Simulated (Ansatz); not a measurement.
Born–Oppenheimer molecular dynamics of Cl2F2Ge (5 atoms, charge 0, multiplicity 1). It starts from a relaxed structure.

Level of theory: RHF/def2-SVP in Ansatz.

```
ensemble        : NVT, Langevin thermostat
time step       : 1 fs
steps asked     : 150
set temperature : 300 K
friction        : 0.05 /fs
seed            : 267427
```

First frame:

```xyz
5
Properties=species:S:1:pos:R:3
Ge -0.028 -0.049 0.041
Cl 0.007 0.013 2.141
F 1.558 -0.006 -0.546
F -0.784 1.346 -0.546
Cl -1.006 -1.744 -0.727
```

(1) How far do the bonds stretch over the last three quarters of this one trajectory? (Pairs bonded in most of those frames.)

Results:

(1) 
| bond | mean (Å) | spread (Å) | shortest | longest |
| --- | --- | --- | --- | --- |
| Ge1–Cl2 | 2.103 | 0.036 | 2.03 | 2.17 |
| Ge1–F3 | 1.704 | 0.026 | 1.64 | 1.73 |
| Ge1–F4 | 1.706 | 0.032 | 1.65 | 1.75 |
| Ge1–Cl5 | 2.106 | 0.031 | 2.06 | 2.16 |

Mean temperature of the second half: 338 K. The mean temperature of the second half is 13 % above the set value. A run of 0.15 ps of so small a system gives no equilibrium averages.

Time of the run: 6.5 min on 1 thread of Arm Neoverse V1, on a shared host, peak memory 0.21 GiB.
